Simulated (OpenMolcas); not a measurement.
Rh2+ among 3 point charges of -1 e arranged as a planar triangle (D3h), 2.2 Å from the ion.
```
   2.2000    0.0000    0.0000  -1.00
  -1.1000    1.9053    0.0000  -1.00
  -1.1000   -1.9053    0.0000  -1.00
```

- Program: OpenMolcas 26.06
- Method: SS-CASPT2, IPEA 0.25 Eh, imaginary shift 0.1 Eh (closed shells correlated: 4s 4p)
- Basis: ANO-RCC-VTZP [7s6p4d2f1g]
- Scalar Hamiltonian: DKH2, point nucleus
- Active space: 7 electrons in 5 orbitals (4d)
- State averaging: 2S+1 = 4 even, 10 roots; 2S+1 = 2 even, 40 roots
- Spin-orbit coupling: RASSI with atomic mean-field integrals over the reference wave functions

What is the spin-free ground state (labels of D3, the rotations of D3h)?

4A2, 1-fold in its orbital part, 97 % from free-ion F terms; it has the highest spin that d7 allows.

Where is the first state of the same spin?

4E at 222 cm-1 above the ground state. The two act as a nearly degenerate pair, with unquenched orbital momentum.

What are the lowest two levels with spin-orbit coupling?

A 2-fold level E1/2 with g = 1.55, 6.61, 6.61, then a 2-fold level E3/2 250 cm-1 above it. Their leading multiplicities are 4 (98 %) and 4 (98 %).

What is χT at 300 K, and how does it compare with the textbook value?

The lowest level has 2S+1 = 4, for which the spin-only value is χT = S(S+1) / 2 = 1.875 cm3 K/mol (g = 2). The computed 4.872 at 300 K differs by +2.997, through orbital momentum, spin-orbit coupling and any other state in reach.

Roots that are degenerate in the reference are averaged as groups; the widest CASPT2 spread within a group is 140 cm-1 (the 2-fold group of multiplicity 4 near 2660 cm-1 above the lowest state of its run). Shifts and gaps below about the spread of the groups concerned are not significant. Spin-orbit coupling mixes the spin-free states strongly: the lowest level takes only 54 % from its leading state, 4A2. Point charges give a weaker field than real ligands, and real ions of this kind are as a rule low spin; the high spin found here belongs to the model. The ground term spreads over less than 5000 cm-1, several times less than with real ligands, so orbital moments are less quenched and χT lies further from the spin-only value than at real sites. Free-ion shares, where given, are those of the reference states; single-state CASPT2 does not remix them. This is an electrostatic model: the charges have no orbitals. No measured value stands beside these numbers.
